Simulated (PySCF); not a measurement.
Geometries of 4 isomers of C3H8BFO, from PySCF, PBE0-D3(BJ)/def2-SVP geometry optimisation, gas phase. One conformer each, no zero-point energy, no frequencies.

Task: Which isomer lies lowest at this level?
A.
```xyz
14
angstrom
B      2.123   -0.801    0.393
O      1.183   -0.498   -0.522
C      0.471    0.702   -0.509
F      0.883    1.430   -1.582
C     -1.011    0.435   -0.619
C     -1.574   -0.342    0.557
H      2.677   -1.866    0.276
H      2.367   -0.020    1.289
H      0.727    1.273    0.404
H     -1.508    1.413   -0.720
H     -1.171   -0.106   -1.565
H     -1.427    0.196    1.507
H     -1.094   -1.328    0.650
H     -2.654   -0.508    0.436
```
B.
```xyz
14
angstrom
C      2.140   -0.396    0.188
B      1.306    0.852   -0.266
O     -0.057    0.876   -0.305
C     -0.843   -0.217    0.038
C     -2.292    0.178    0.008
F     -0.623   -1.221   -0.870
H      3.180   -0.140    0.433
H      2.161   -1.114   -0.652
H      1.696   -0.941    1.037
H      1.818    1.886   -0.635
H     -0.540   -0.611    1.025
H     -2.479    0.979    0.736
H     -2.547    0.545   -0.996
H     -2.927   -0.685    0.251
```
C.
```xyz
14
angstrom
B      1.862   -0.381   -0.406
O      1.231   -0.159    0.758
C     -0.148    0.081    0.918
C     -0.542    1.387    0.264
C     -0.958   -1.119    0.481
F     -0.313    0.226    2.269
H      1.256   -0.390   -1.458
H      3.053   -0.572   -0.346
H      0.077    2.195    0.678
H     -1.598    1.607    0.472
H     -0.395    1.339   -0.823
H     -0.846   -1.293   -0.598
H     -0.611   -2.006    1.029
H     -2.021   -0.956    0.707
```
D.
```xyz
14
angstrom
B      2.581    0.257    0.142
O      1.023    0.587    0.482
C      0.253    1.488   -0.357
C     -0.931    0.523   -0.307
C      0.022   -0.435    0.395
F     -0.347   -0.841    1.612
H      2.543   -0.126   -1.026
H      3.139    1.328    0.304
H      2.863   -0.608    0.952
H      0.148    2.468    0.126
H      0.744    1.584   -1.335
H     -1.745    0.837    0.360
H     -1.332    0.183   -1.268
H      0.412   -1.292   -0.175
```

Result: B. That is `B(O[C@@H](C)F)C`, 8.2 kcal/mol below the next.

| SMILES | atoms numbered as above | E (Eh) | relative (kcal/mol) | relative (kJ/mol) | dipole (D) |
| --- | --- | --- | --- | --- | --- |
| CBO[C@@H](C)F | [CH3:1][BH:2][O:3][C@@H:4]([CH3:5])[F:6] | -318.51460 | 0.0 | 0.0 | 1.68 |
| BOC(C)(C)F | [BH2:1][O:2][C:3]([CH3:4])([CH3:5])[F:6] | -318.50155 | 8.2 | 34.3 | 2.29 |
| BO[C@@H](F)CC | [BH2:1][O:2][C@@H:3]([F:4])[CH2:5][CH3:6] | -318.49606 | 11.6 | 48.7 | 2.01 |
| [BH3-][O+]1CC[C@@H]1F | [BH3-:1][O+:2]1[CH2:3][CH2:4][C@@H:5]1[F:6] | -318.40628 | 68.0 | 284.4 | 5.57 |

As drawn, the highest has a four-membered ring, which the lowest lacks.
